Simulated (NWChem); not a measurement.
**CH4NO (+1) in NWChem**

```xyz
7

N      1.1085    -0.1283     0.0000
C     -0.4216    -0.3528     0.0000
O     -1.1205     0.5820     0.0000
H      1.5552    -0.5479     0.8311
H      1.5552    -0.5479    -0.8311
H      1.2987     0.8866     0.0000
H     -0.6750    -1.4318     0.0000
```
Charge +1, spin multiplicity 1.

The numbers come from NWChem runs, not from measurements. All single points use one geometry, from PBE0/def2-SVP, a minimum by its harmonic frequencies.

Symmetry labels belong to the abelian group Cs used in the runs, with the axes of the coordinates shown.

B3LYP has NWChem's definition, with VWN1-RPA local correlation. The Pople sets run with spherical d functions. The structure started from a generated list of species.

Q: List the lowest 6 singlet excitations that TD-B3LYP/6-31+G* (spherical d), VWN1-RPA local correlation gives, with oscillator strengths.

A: 
| state | symmetry | energy (eV) | wavelength (nm) | f |
|---|---|---|---|---|
| 1 | a" | 5.21 | 238 | 0.001 |
| 2 | a' | 8.02 | 155 | 0.048 |
| 3 | a' | 9.38 | 132 | 0.101 |
| 4 | a" | 9.66 | 128 | 0.005 |
| 5 | a" | 9.82 | 126 | 0.017 |
| 6 | a' | 9.83 | 126 | 0.019 |
